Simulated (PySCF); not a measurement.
Compound: C4H6BF.
Geometry (PBE0-D3(BJ)/def2-SVP, Å), atoms numbered from 1 in this order:
```xyz
12
C4H6BF angstrom
C      2.1382    0.2809   -0.9085
C      0.9107   -0.1121   -0.5355
C      0.1066    0.6403    0.4098
C     -1.1443    0.3362    0.8375
B     -1.9736   -0.8844    0.3936
F     -3.2071   -1.0262    0.8698
H      2.7327   -0.2941   -1.6224
H      2.5874    1.1947   -0.5060
H      0.4829   -1.0272   -0.9550
H      0.5896    1.5487    0.7957
H     -1.6013    1.0284    1.5553
H     -1.5912   -1.7434   -0.3701
```

Level of theory: PBE0-D3(BJ)/def2-SVP geometry optimisation, gas phase in PySCF 2.14.0.

Masses are those of the commonest isotopes; rigid-rotor values at the optimised geometry. The values belong to one conformer with, in the numbering `[CH2:1]=[CH:2]/[CH:3]=[CH:4]\[BH:5][F:6]`, C1–C2–C3–C4 179°, C3–C4–B5–F6 -178°.

Question: Give the principal moments of inertia and the rotational constants in cm⁻¹.

Answer: Ia = 33.97, Ib = 354.45, Ic = 388.38 u·Å²; 505379 MHz·u·Å²/I gives 14877, 1426 and 1301 MHz, that is A = 0.49626, B = 0.04756, C = 0.04340 cm⁻¹.

Question: Classify the top.

Answer: A near-prolate asymmetric top; Ray's κ = -0.982.

Question: Is it planar, by Δ = Ic − Ia − Ib?

Answer: Not planar: Δ = Ic − Ia − Ib = -0.04 u·Å². For a rigid frame Δ = −2 Σ m c², so Σ m c² = 0.02 u·Å² lies off the ab plane: 0.01 from hydrogen and 0.02 from heavier atoms. The atom farthest from that plane is 0.06 Å away.

Question: Predict some low-J microwave lines.

Answer: The dipole components are |μa| = 2.27 D, |μb| = 0.40 D, |μc| = 0.00 D. The squared components, which scale the intensities, stand as 1.00 : 0.03 : 0.00 (a : b : c). Some of the stronger lines:

```
type  branch         J(Ka,Kc)    MHz  lower level (cm⁻¹)
   a       Q  3(1,2) ← 3(1,3)    747               0.984
   a       Q  4(1,3) ← 4(1,4)   1246               1.340
   a       Q  5(1,4) ← 5(1,5)   1868               1.784
   a       R  1(0,1) ← 0(0,0)   2727               0.000
   a       R  2(1,2) ← 1(1,1)   5330               0.540
   a       R  2(0,2) ← 1(0,1)   5453               0.091
   a       R  2(1,1) ← 1(1,0)   5579               0.544
   a       R  3(1,3) ← 2(1,2)   7994               0.717
   a       R  3(0,3) ← 2(0,2)   8178               0.273
   a       R  3(2,2) ← 2(2,1)   8181               2.076
   a       R  3(1,2) ← 2(1,1)   8367               0.730
   a       R  4(1,4) ← 3(1,3)  10657               0.984
   a       R  4(0,4) ← 3(0,3)  10900               0.546
   a       R  4(2,3) ← 3(2,2)  10907               2.349
   a       R  4(3,2) ← 3(3,1)  10910               4.603
   a       R  4(3,1) ← 3(3,0)  10910               4.603
   a       R  4(2,2) ← 3(2,1)  10916               2.349
   a       R  4(1,3) ← 3(1,2)  11156               1.009
   a       R  5(1,5) ← 4(1,4)  13320               1.340
   a       R  5(0,5) ← 4(0,4)  13618               0.909
   a       R  5(2,4) ← 4(2,3)  13633               2.713
   a       R  5(4,2) ← 4(4,1)  13637               8.122
   a       R  5(4,1) ← 4(4,0)  13637               8.122
   a       R  5(3,3) ← 4(3,2)  13638               4.967
   a       R  5(2,3) ← 4(2,2)  13650               2.713
```

PBE0-D3(BJ)/def2-SVP frequencies: not computed here. No vibrational averaging or centrifugal distortion is included, and the geometry carries the error of its method. Quadrupole hyperfine structure (11B) is left out.
